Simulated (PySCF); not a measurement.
This PySCF input asks for the NMR shieldings of `C=C(SC)[Si@H](C)[SiH2]N`, C$_{4}$H$_{13}$NSSi$_{2}$; the geometry comes from GFN2-xTB.

```python
import basis_set_exchange as bse
import numpy as np
from pyscf import gto, dft
from pyscf.prop import nmr

atoms = """
C    -1.006936   -2.176159    0.388359
C    -0.752257   -0.881047    0.517345
S    -1.998207    0.367526    0.535693
C    -3.551525   -0.526150    0.235873
Si    0.995230   -0.141830    0.629092
C     1.042658    0.987533    2.161131
Si    1.483120    0.991734   -1.327927
N     3.160448    1.387905   -1.213934
H    -0.191675   -2.879403    0.380521
H    -1.993198   -2.600484    0.294224
H    -3.495617   -1.047422   -0.715707
H    -3.743447   -1.218849    1.050394
H    -4.327522    0.232030    0.201467
H     1.850880   -1.317021    0.915042
H     0.830407    0.442420    3.076993
H     0.304307    1.779596    2.071078
H     2.017476    1.453414    2.269412
H     0.842934    2.300642   -1.494431
H     1.136603    0.216363   -2.539974
H     3.568293    1.974118   -1.924391
H     3.819109    0.672027   -0.953200
"""
names = dict.fromkeys(["C", "S", "Si", "N", "H"], "pcSseg-1")
basis = {el: gto.basis.parse(bse.get_basis(n, elements=[el], fmt="nwchem")) for el, n in names.items()}
mol = gto.M(atom=atoms, basis=basis, charge=0, verbose=0)
mf = dft.RKS(mol, xc="PBE0")
mf.grids.level = 2
mf.grids.alignment = dft.numint.BLKSIZE   # the property module wants whole blocks of grid points
mf.conv_tol = 1e-9
mf.kernel()

calc = nmr.RKS(mf)   # GIAO
C = mf.mo_coeff
Co = C[:, mf.mo_occ > 0]
resp = mf.gen_response(singlet=True, hermi=2)
def vind(x):   # induced exchange potential for any number of trial vectors
    d = np.einsum("pi,xij,qj->xpq", C, 2 * x.reshape(-1, C.shape[1], Co.shape[1]), Co, optimize=True)
    return np.einsum("xpq,pi,qj->xij", resp(d - d.transpose(0, 2, 1)), C, Co, optimize=True).ravel()
mo1, _ = nmr.rhf.solve_mo1(calc, with_cphf=vind)
sigma = calc.kernel(mo1)
for i, s in enumerate(sigma):   # ppm
    print("%2d %-2s %9.2f" % (i, mol.atom_pure_symbol(i), np.trace(s) / 3))
```

Q: Give the expected output.

A: 
```
 0 C      68.36
 1 C      31.94
 2 S     465.28
 3 C     167.84
 4 Si    386.63
 5 C     191.41
 6 Si    398.16
 7 N     269.32
 8 H      26.02
 9 H      26.49
10 H      29.60
11 H      29.47
12 H      29.53
13 H      27.11
14 H      31.25
15 H      31.08
16 H      31.39
17 H      26.69
18 H      26.65
19 H      31.78
20 H      32.17
```

These numbers come from an equivalent density-fitted implementation of the same equations, which agrees with the script to about 0.01 ppm for H and up to a few tenths of a ppm for heavy atoms, so last digits may differ.

Q: Turn these shieldings into chemical shifts. References, each an isolated molecule treated in the same way: $^{13}$C (σ = 186.93 ppm) and $^{29}$Si (σ = 349.16 ppm) and $^{1}$H (σ = 31.72 ppm) vs TMS; $^{33}$S (σ = 503.73 ppm) against CS2; $^{15}$N (σ = 267.73 ppm) vs NH3.

A: Averaging equivalent atoms: C 1: 155.0; C 0: 118.6; C 3: 19.1; C 5: -4.5; S 2: 38; Si 4: -37.5; Si 6: -49.0; N 7: -1.6; H 8: 5.69; H 9: 5.23; H 18: 5.07; H 17: 5.02; H 13: 4.61; H 10/11/12: 2.18; H 14/15/16: 0.48; H 19/20: -0.26 ppm. Experimental scales use liquid or dissolved standards, which lie at an offset from isolated NH3 (liquid NH3: subtract about 20 ppm).

Size and cost of the density-fitted run: 222 basis functions, 2.3 min wall time on 1 thread of an Intel Xeon, shared host; peak memory 1.1 GiB.
